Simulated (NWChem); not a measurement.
CH$_{6}$SSi; SMILES C[SiH2]S

```xyz
9

Si     0.5585     0.4754     0.0098
C     -0.7509     1.8153    -0.0640
S     -0.2760    -1.5072    -0.1322
H      1.4773     0.5567    -1.1629
H      1.3578     0.6131     1.2661
H     -1.4293     1.7523     0.8009
H     -0.2815     2.8121    -0.0560
H     -1.3522     1.7186    -0.9804
H     -0.9677    -1.4269     1.0263
```
Atoms are numbered in this order, from 1.

Coordinates come from a PBE0/def2-SVP optimisation. B3LYP is NWChem's, with the RPA form of VWN correlation.

Give the principal values of the shielding tensors (ppm) of Si1, C2, S3 from B3LYP/6-311G** (spherical d), GIAO (NWChem), with their diamagnetic and paramagnetic parts as GIAO splits them.


```json
[
 {"atom": "Si1", "σ11": "297.3", "σ22": "383.0", "σ33": "409.5", "isotropic": "363.3", "diamagnetic": "880.2", "paramagnetic": "-517.0"},
 {"atom": "C2", "σ11": "170.4", "σ22": "180.8", "σ33": "192.3", "isotropic": "181.2", "diamagnetic": "251.0", "paramagnetic": "-69.9"},
 {"atom": "S3", "σ11": "610.9", "σ22": "663.8", "σ33": "836.7", "isotropic": "703.8", "diamagnetic": "1056.9", "paramagnetic": "-353.2"}
]
```
